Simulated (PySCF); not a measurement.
Compound: cis-Zr(NH3)2F4 (singlet state).
Structure used (PBE0-D3(BJ)/def2-SVP), in Å, numbered top down from 1:
```xyz
13
F4H6N2Zr angstrom
Zr    -0.6479   -0.0038   -0.6765
N     -0.9654   -0.0116    1.7591
H     -0.6085    0.8130    2.2403
H     -0.6284   -0.8434    2.2423
H     -1.9821    0.0017    1.8555
F     -0.4712    0.0120   -2.5992
N      1.7950   -0.0078   -0.9003
H      1.9468   -0.0961   -1.9062
H      2.2874   -0.7795   -0.4523
H      2.2253    0.8686   -0.6069
F     -2.5761    0.0119   -0.5663
F     -0.1615    1.8145   -0.1719
F     -0.1827   -1.8316   -0.1955
```

Computed with PySCF 2.14.0, PBE0-D3(BJ)/def2-SVP geometry optimisation, gas phase, def2 core potentials past Kr.

Masses are those of the commonest isotopes; rigid-rotor values at the optimised geometry. 

Q: Give the principal moments of inertia and the rotational constants in MHz.

A: Ia = 287.98, Ib = 344.26, Ic = 374.12 u·Å²; 505379 MHz·u·Å²/I gives A = 1755, B = 1468, C = 1351 MHz.

Q: What kind of rotor is it?

A: An asymmetric top. Ray's parameter κ = (2B − A − C)/(A − C) = -0.420; −1 is the prolate and +1 the oblate limit.

Q: What does the inertial defect say?

A: Not planar: Δ = Ic − Ia − Ib = -258.12 u·Å². For a rigid frame Δ = −2 Σ m c², so Σ m c² = 129.06 u·Å² lies off the ab plane: 2.76 from hydrogen and 126.30 from heavier atoms. The atom farthest from that plane is 1.83 Å away.

Q: Give the other two planar moments, Paa and Pbb, and the rms extents of the mass along the axes.

A: Paa = Σ m a² = (Ib + Ic − Ia)/2 = 215.20 and Pbb = Σ m b² = (Ia + Ic − Ib)/2 = 158.92 u·Å². With the mass M = 199.95 u, the rms extents √(P/M) along a, b and c are 1.04, 0.89, 0.80 Å.

Q: Where do the levels up to J = 2 lie, in cm⁻¹?

A: Above 0(0,0):
J = 1: 1(0,1) 0.0940, 1(1,1) 0.1036, 1(1,0) 0.1075
J = 2: 2(0,2) 0.2811, 2(1,2) 0.2877, 2(1,1) 0.2995, 2(2,1) 0.3282, 2(2,0) 0.3292

Q: Predict some low-J microwave lines.

A: The dipole components are |μa| = 0.01 D, |μb| = 6.60 D, |μc| = 0.02 D. Intensities carry the squares of the components, which stand as 0.00 : 1.00 : 0.00 (a : b : c). Some lines, for components of 0.1 D or more:

| type | branch | J(Ka,Kc) | MHz | lower level (cm⁻¹) |
| --- | --- | --- | --- | --- |
| b | Q | 1(1,0) ← 1(0,1) | 404 | 0.094 |
| b | Q | 3(2,1) ← 3(1,2) | 842 | 0.587 |
| b | Q | 2(2,0) ← 2(1,1) | 890 | 0.299 |
| b | Q | 2(2,1) ← 2(1,2) | 1212 | 0.288 |
| b | R | 1(1,1) ← 0(0,0) | 3106 | 0.000 |
| b | R | 2(0,2) ← 1(1,1) | 5322 | 0.104 |
| b | R | 2(1,2) ← 1(0,1) | 5807 | 0.094 |
| b | R | 2(2,1) ← 1(1,0) | 6616 | 0.108 |
| b | R | 3(1,2) ← 2(2,1) | 7751 | 0.328 |
| b | R | 3(1,3) ← 2(0,2) | 8463 | 0.281 |
| b | R | 3(3,0) ← 2(2,1) | 10205 | 0.328 |

No PBE0-D3(BJ)/def2-SVP frequencies stand behind this structure, so it isn't proved a minimum. No vibrational averaging or centrifugal distortion is included, and the geometry carries the error of its method. A rigid rotor knows nothing of internal rotation, which can split or shift real lines. Quadrupole hyperfine structure (14N) is left out.
